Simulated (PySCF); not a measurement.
C₆H₁₅NOSi.
SMILES with atom numbers: `[CH3:1][CH2:2][C@@H:3]1[CH2:4][C@@H:5]([O:6][CH3:7])[Si@@H:8]1[NH2:9]`

Cartesian coordinates in Å at the GFN2-xTB level; atoms count from 1:
```
atom  x, y, z in Å
C1    -3.1631   -0.3736   -0.2404
C2    -2.0626    0.5969   -0.6471
C3    -0.9388    0.6472    0.3817
C4     0.1991    1.6132   -0.0162
C5     1.3071    0.6152   -0.3871
O6     2.5399    0.9721    0.2179
C7     3.5434    0.0306   -0.0125
Si8    0.2920   -0.8220    0.3870
N9    -0.0280   -2.0839   -0.7451
H10   -3.9586   -0.3871   -0.9824
H11   -2.7613   -1.3793   -0.1440
H12   -3.5922   -0.0846    0.7171
H13   -1.6556    0.2978   -1.6146
H14   -2.4923    1.5969   -0.7612
H15   -1.3716    0.9143    1.3475
H16   -0.0699    2.2900   -0.8259
H17    0.5379    2.2062    0.8311
H18    1.4512    0.5496   -1.4758
H19    4.4330    0.3747    0.5123
H20    3.7664   -0.0644   -1.0843
H21    3.2512   -0.9595    0.3670
H22    0.7325   -1.2254    1.7289
H23   -0.7222   -2.7747   -0.5094
H24    0.7509   -2.5304   -1.2036
```

Probes without a nucleus sit at each ring's centroid and 1 Å off its mean plane on both sides; NICS is minus the shielding there, NICSzz its component along the normal. Level: GIAO PBE0/pcSseg-1 (PySCF, non-relativistic, gas phase) on the GFN2-xTB geometry, one conformer.

Ring bond lengths (Å), with Mayer bond orders in brackets: C3–C4 1.545 (1.00), C4–C5 1.537 (1.00), C5–Si8 1.922 (0.88), Si8–C3 1.917 (0.88).

What do the NICS probes read (ppm)?

```
        ring                                              type  NICS(0)  NICS(1), two faces  NICS(1)zz, two faces  rms pucker (Å)  centre to ring atoms, mean (Å)
C3–C4–C5–Si8  4-membered ring with Si; formal bonds all single     -0.6         -1.1 / -1.2             3.0 / 4.2            0.08                            1.22
```

What do they say, and how far can they be read as aromaticity?

- C3–C4–C5–Si8: mean NICS(1)zz 3.6 ppm, deshielded. C3, C4, C5, Si8 have four or more neighbours, and the NICS criterion for π rings isn't applied.

What is the mean of the two in-plane components of NICS at the second NICS(1) probe listed for ring C3–C4–C5–Si8, 1 Å off the ring?

The isotropic value is a third of the trace: (3 × -1.2 − (4.2))/2 = -3.9 ppm.

List the ring angles and the Hirshfeld charges of the ring atoms.

- C3–C4–C5–Si8: C3 90.4° (-0.113 e), C4 100.8° (-0.078 e), C5 90.4° (-0.046 e), Si8 76.4° (+0.375 e); sum 358.0° against 360° for a flat convex ring.

What are the shieldings of the ring atoms and their hydrogens in the same run (means over atoms taken as equivalent)?

```
atoms                  environment  σ isotropic (ppm)  principal values of the symmetric part, first atom (ppm)
   C3  sp3 carbon bound to silicon              158.6                                       145.6, 155.3, 174.8
   C4    four-membered-ring carbon              150.5                                       130.3, 142.7, 178.5
   C5   sp3 carbon bound to oxygen              104.5                                         68.3, 93.5, 151.7
  Si8                  SiH silicon              359.5                                       323.3, 361.1, 394.0
  H15             methine hydrogen              30.34                                          25.6, 30.5, 34.9
  H16           methylene hydrogen              29.37                                          25.1, 28.6, 34.4
  H17           methylene hydrogen              29.23                                          25.4, 28.6, 33.7
  H18             methine hydrogen              27.80                                          24.7, 28.1, 30.6
  H22                Si–H hydrogen              26.13                                          23.3, 24.5, 30.7
```

The run took 56 s of wall time on Arm Neoverse V2, one thread, on a shared host, and the process peaked at 1.1 GiB of memory. This is the whole shielding run at PBE0/pcSseg-1, SCF included.
